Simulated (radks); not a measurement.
Values are calculated unless marked as measured or tabulated.
The nuclear charge of the aluminium ion Al+ is varied continuously with 12 electrons held in [Ne] 3s2. Level of theory: Dirac Kohn-Sham, PBE, spin-unpolarised, spherical densities, point nucleus (a radial shooting solver on a logarithmic mesh with Libxc functionals). By the Hellmann-Feynman theorem dE/dZ = E(electron-nucleus)/Z, the electronic potential at the nucleus.

Z,E (hartree),E(electron-nucleus)/Z (hartree),HOMO,e(HOMO) (eV),<r> HOMO (bohr)
12,-200.27996,-40.0378,3s1/2,-4.705,3.150
12.2,-208.37390,-40.9013,3s1/2,-6.412,2.944
12.4,-216.64040,-41.7635,3s1/2,-8.282,2.771
12.6,-225.07924,-42.6247,3s1/2,-10.308,2.622
12.8,-233.69021,-43.4850,3s1/2,-12.486,2.492
13,-242.47319,-44.3447,3s1/2,-14.810,2.377
13.2,-251.42805,-45.2039,3s1/2,-17.278,2.274
13.4,-260.55473,-46.0628,3s1/2,-19.886,2.182
13.6,-269.85314,-46.9214,3s1/2,-22.633,2.098
13.8,-279.32326,-47.7798,3s1/2,-25.517,2.022
14,-288.96505,-48.6381,3s1/2,-28.535,1.951

The central difference of E at Z = 13 is -44.345 hartree, to compare with the third column; the second derivative is -4.3 hartree.
